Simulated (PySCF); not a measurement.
A PySCF script (with the pyscf-properties extension) for the NMR shieldings of SMILES CC(C)O[Si@H](P)OC[SiH3], C₄H₁₅O₂PSi₂, on a GFN2-xTB geometry:

```python
import basis_set_exchange as bse
import numpy as np
from pyscf import gto, dft
from pyscf.prop import nmr

atoms = """
C    -2.220816   -1.048543   -0.745753
C    -1.645341    0.060369    0.129039
C    -1.971574   -0.153108    1.603301
O    -0.249650    0.089837   -0.055959
Si    0.720081    1.390782   -0.082280
P    -0.300084    3.034661   -1.206753
O     2.055325    0.948679   -0.858674
C     2.865383   -0.183571   -0.607651
Si    1.921244   -1.838394   -0.439747
H    -1.948219   -0.877347   -1.783555
H    -1.817380   -2.008925   -0.434893
H    -3.303894   -1.065730   -0.666513
H    -2.055871    1.030512   -0.194849
H    -1.550693   -1.097191    1.941699
H    -3.048860   -0.171789    1.746688
H    -1.546970    0.652985    2.197153
H     0.997108    1.829122    1.294071
H     0.028140    2.566529   -2.465088
H     0.775212    3.894975   -1.186838
H     3.445628    0.010604    0.300182
H     3.577385   -0.229701   -1.437505
H     1.302867   -1.943814    0.878400
H     0.986450   -2.010386   -1.545297
H     2.972795   -2.860793   -0.538156
"""
names = dict.fromkeys(["C", "O", "Si", "P", "H"], "pcSseg-1")
basis = {el: gto.basis.parse(bse.get_basis(n, elements=[el], fmt="nwchem")) for el, n in names.items()}
mol = gto.M(atom=atoms, basis=basis, charge=0, verbose=0)
mf = dft.RKS(mol, xc="PBE0")
mf.grids.level = 2
mf.grids.alignment = dft.numint.BLKSIZE   # the property module wants whole blocks of grid points
mf.conv_tol = 1e-9
mf.kernel()

calc = nmr.RKS(mf)   # GIAO
C = mf.mo_coeff
Co = C[:, mf.mo_occ > 0]
resp = mf.gen_response(singlet=True, hermi=2)
def vind(x):   # induced exchange potential for any number of trial vectors
    d = np.einsum("pi,xij,qj->xpq", C, 2 * x.reshape(-1, C.shape[1], Co.shape[1]), Co, optimize=True)
    return np.einsum("xpq,pi,qj->xij", resp(d - d.transpose(0, 2, 1)), C, Co, optimize=True).ravel()
mo1, _ = nmr.rhf.solve_mo1(calc, with_cphf=vind)
sigma = calc.kernel(mo1)
for i, s in enumerate(sigma):   # ppm
    print("%2d %-2s %9.2f" % (i, mol.atom_pure_symbol(i), np.trace(s) / 3))
```

Q: What does it print?

A: 
```
 0 C     159.23
 1 C     115.93
 2 C     159.87
 3 O     242.49
 4 Si    361.35
 5 P     607.90
 6 O     293.59
 7 C     132.14
 8 Si    422.86
 9 H      30.21
10 H      30.31
11 H      30.71
12 H      27.32
13 H      30.34
14 H      30.69
15 H      30.20
16 H      26.17
17 H      30.68
18 H      30.89
19 H      27.54
20 H      27.39
21 H      27.48
22 H      27.52
23 H      28.07
```

These numbers come from an equivalent density-fitted implementation of the same equations, which agrees with the script to about 0.01 ppm for H and up to a few tenths of a ppm for heavy atoms, so last digits may differ.

Size and cost of the density-fitted run: 249 basis functions, 3 min wall time on 1 thread of an Intel Xeon, shared host; peak memory 1.2 GiB.
